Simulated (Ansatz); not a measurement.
`[BH2][GaH2]` + `[OH][AlH2]` → `[AlH2][O][GaH2]` + BH₃ at 298.15 K and 1 bar (cleavage of the Ga–B bond).

Computed with Ansatz on PBE0-D4/def2-TZVP structures; ΔE is electronic, products minus reactants. CCSD(T)/CBS adds triple-zeta CCSD(T) − MP2 to the extrapolated MP2 energy (def2 sets, frozen cores). This one scheme is used for every species. For Ga outer-core shells are correlated without core-valence functions, which leaves a few kJ/mol of doubt a bond. Scalar relativity is left out up to krypton.

```
          species  CCSD(T)/CBS energy (Eh)  H − E (kJ/mol)  S (J/(mol·K))
    `[BH2][GaH2]`              -1951.07352            98.4          269.2
     `[OH][AlH2]`               -319.03157            82.3          252.8
`[AlH2][O][GaH2]`              -2243.58748            99.5          328.0
              BH₃                -26.55200            78.7          188.3
```

H − E and S are ideal-gas, rigid-rotor, harmonic terms from PBE0-D4/def2-TZVP. 1 Eh = 2625.50 kJ/mol, R = 8.31446 J/(mol·K).

Task: By hand: ΔE, ΔH, ΔS and ΔG.

Result: ΔE = (-2243.58748) + (-26.55200) − (-1951.07352) − (-319.03157) = -0.03439 Eh = -90.3 kJ/mol. Δ(H − E) = 99.5 + 78.7 − 98.4 − 82.3 = -2.5, so ΔH = -92.8 kJ/mol. ΔS = 328.0 + 188.3 − 269.2 − 252.8 = -5.7 J/(mol·K). ΔG = -92.8 − 298.15 × (-5.7)/1000 = -91.1 kJ/mol.

Task: By hand: the equilibrium constant, and the temperature at which ΔG would vanish if ΔH and ΔS stayed fixed.

Result: log₁₀ K = −ΔG/(RT ln 10) = 16.0. ΔG = 0 at ΔH/ΔS = 16281 K, far beyond where these terms or the molecules hold.

The number of gas molecules stays the same, so ΔS is small and ΔH decides. A doubt of 5 kJ/mol in ΔE shifts log₁₀ K by 0.9 here. These are equilibria of isolated gas molecules and say nothing of rates. Largest T1 diagnostic: 0.015 (customary marks: 0.02 for closed shells, 0.045 for open ones).
